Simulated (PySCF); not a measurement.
Match the calculated data to a structure.

All candidates are C6H10O.

| technique | computed result |
| --- | --- |
| Triplet | lowest triplet excitation (Tamm–Dancoff): 3.42 eV [TDA CAM-B3LYP/def2-SVPD] |
| UV, strongest line | among the 10 lowest singlet transitions: S2 at 5.65 eV (219 nm, f = 0.420) [TDDFT CAM-B3LYP/def2-SVPD] |
| Rotational structure | rotational constants A, B, C: 5.026, 1.633, 1.262 GHz [PBE0-D3(BJ)/def2-SVP] |
| Dipole | 3.08 D [CAM-B3LYP/def2-SVPD] |
| UV, first state | lowest singlet excitation: 3.88 eV (320 nm, f = 0.000) [TDDFT CAM-B3LYP/def2-SVPD] |
| Polarisability | 80.1 au [CAM-B3LYP/def2-SVPD] |
| Couplings | largest of the computed one-bond spin–spin couplings (means over like bonds): 13C–1H +158.1, 13C–1H +135.5 (×3), 13C–1H +133.7 (×3), 13C–1H +133.3 (×3), 13C–13C +74.6, 13C–13C +58.8, 13C–13C +44.4, 13C–13C +42.9 Hz [B3LYP/pcJ-1, spin–dipole term left out] |

Gas-phase values; electronic properties from PySCF, density fitting. Levels stand in brackets. Isolated species at its PBE0-D3(BJ)/def2-SVP geometry (one conformer only).

Task: Which candidate is it?
A. `CC[C@H]1CC=CO1`
B. `C1CC[C@H]2O[C@H]2C1`
C. `C=C/C=C\COC`
D. `CC(=O)C=C(C)C`

Result: D. It is `CC(=O)C=C(C)C`. Numbering: `[CH3:1][C:2](=[O:3])[CH:4]=[C:5]([CH3:6])[CH3:7]`. Its formula, C6H10O, gives 2 degrees of unsaturation: 0 rings and 2 π bonds in the structure found. The couplings run between: +158.1 Hz, alkene CH carbon [C4] and its hydrogen; +135.5 Hz, allylic carbon [C6] and its hydrogen (with 2 like pairs); +133.7 Hz, methyl carbon next to a carbonyl [C1] and its hydrogen (with 2 like pairs); +133.3 Hz, allylic carbon [C7] and its hydrogen (with 2 like pairs); +74.6 Hz, alkene CH carbon [C4] and fully substituted alkene carbon [C5]; +58.8 Hz, ketone carbonyl carbon [C2] and alkene CH carbon [C4]; +44.4 Hz, methyl carbon next to a carbonyl [C1] and ketone carbonyl carbon [C2]; +42.9 Hz, fully substituted alkene carbon [C5] and allylic carbon [C7]. By its constants the optimised geometry is an asymmetric top.

The others, at the same levels:
- `C=C/C=C\COC` fails: its computed lowest singlet excitation is 5.53 eV (224 nm, f = 0.631) (against 3.88 eV), lowest triplet excitation (Tamm–Dancoff) is 3.03 eV (against 3.42 eV) and static isotropic polarisability is 86.4 au (against 80.1 au).
- `CC[C@H]1CC=CO1` fails: its computed lowest singlet excitation is 5.92 eV (209 nm, f = 0.013) (against 3.88 eV), static isotropic polarisability is 73.0 au (against 80.1 au) and rotational constant A is 5.775 GHz (against 5.026 GHz).
- `C1CC[C@H]2O[C@H]2C1` fails: its computed lowest singlet excitation is 7.64 eV (162 nm, f = 0.027) (against 3.88 eV), lowest triplet excitation (Tamm–Dancoff) is 7.48 eV (against 3.42 eV) and strongest line among the 10 lowest singlet transitions is S9 at 8.81 eV (141 nm, f = 0.029) (against S2 at 5.65 eV).

Each candidate is one conformer, not necessarily the lowest. Dipoles, sizes and rotational constants follow the conformer. The torsions of the flexible species, by atom-mapped SMILES:
- `[CH3:1][C:2](=[O:3])[CH:4]=[C:5]([CH3:6])[CH3:7]`: C1–C2–C4–C5 179°
- `[CH2:1]=[CH:2]/[CH:3]=[CH:4]\[CH2:5][O:6][CH3:7]`: C1–C2–C3–C4 180°, C3–C4–C5–O6 -177°, C4–C5–O6–C7 180°
- `[CH3:1][CH2:2][C@H:3]1[CH2:4][CH:5]=[CH:6][O:7]1`: C1–C2–C3–C4 -178°

The conformers of `C1CC[C@H]2O[C@H]2C1` aren't listed.
